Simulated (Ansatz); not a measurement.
System: sum formula LiNH3F (charge 0, singlet). SMILES: [F][Li]<-[NH3]
Coordinates optimised at B3LYP-D3(BJ)/def2-TZVP (Ansatz, a first-principles code):
```xyz
6

N      0.0070    -0.0022    -1.7162
H      0.8171    -0.4835    -2.0954
H     -0.8121    -0.4625    -2.1021
H      0.0207     0.9380    -2.1004
Li    -0.0014     0.0004     0.3327
F     -0.0078     0.0024     1.9236
```
Charge 0, spin multiplicity 1.

Computed values are from Ansatz. Correlated levels leave the core frozen unless marked. Open shells are spin-unrestricted. Spin-orbit coupling is left out. Non-relativistic. CBS marks a two-point X^-3 extrapolation of the correlation energy; Hartree-Fock from the larger set. [CCSD(T)-MP2]/basis is that difference in the basis named.

The atomisation energy De is 1904.9 kJ/mol at CCSD(T)/CBS(def2-TZVPP,def2-QZVPP). The vertical triplet-singlet gap is 7.01 eV at RI-MP2/CBS(def2-TZVPPD,def2-QZVPPD)+[CCSD(T)-MP2]/def2-TZVPPD, the total energy comes out as -163.8559 Eh at CCSD(T)/CBS(def2-TZVPP,def2-QZVPP) and the dipole moment is 8.96 D at CCSD(T)/def2-SVPD. The T1 diagnostic is 0.011 at CCSD/def2-QZVPP.
